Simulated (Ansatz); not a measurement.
Input for Ansatz (an electronic-structure program): R-B3LYP/def2-TZVPP on FH2NSi (SMILES N[Si]F), a point of a torsion scan.

Ansatz 0.2 input:
```yaml
crystal:
  periodic: [false, false, false]
  atoms:
    - {symbol: N, position_ang: [-0.55995185, -0.01837166, -0.07200982]}
    - {symbol: Si, position_ang: [1.00131093, -0.47514234, 0.48344247]}
    - {symbol: F, position_ang: [0.54608669, -1.76449595, 1.41298020]}
    - {symbol: H, position_ang: [-0.93346609, 0.89731456, 0.11619686]}
    - {symbol: H, position_ang: [-1.30909746, -0.70048809, -0.00104514]}
basis:
  gaussian:
    orbitals: def2-TZVPP
hamiltonian:
  xc: {name: B3LYP}
scf: {lower_state_search: off}
```

Output:

```
WARN ansatz: RAYON_NUM_THREADS=1 ignored (pool sized by the plan → 1); use --threads N
Functional definition: B3LYP
these checks for a lower state are left out or cut short: stability, starts, cluster_reference, orbital_swaps, neighbouring_geometries, increment
integrals: 0.04 GiB planned
720 factors; their error is unknown
mean field: 0.40 GiB planned
mean field evaluation 1: about -12112.1427 eV, gradient 7.3e1 eV
mean field evaluation 2: about -12081.4802 eV, gradient 1.3e2 eV
mean field evaluation 4: about -12121.1286 eV, gradient 1.2e1 eV
mean field evaluation 8: about -12121.3569 eV, gradient 1.7e-1 eV
mean field evaluation 16: about -12121.3569 eV, gradient 4.3e-6 eV
mean field -12121.35689720 eV, -445.4516498212 hartree, gradient 4.3e-6 eV, S^2 0.000000; 0 other end points of the search recorded, 0 dependent functions left out
reference -12121.35708585 eV, -445.4516567539 hartree; 16, 16 occupied and 116, 116 virtual orbitals, 720 factors
Total energy: -12121.35708585 eV, -445.4516567539 hartree
Checks for a lower state left out: stability, starts, cluster_reference, orbital_swaps, neighbouring_geometries, increment
```

Self-consistency was reached.

Cost: very roughly 1.0 core-seconds.
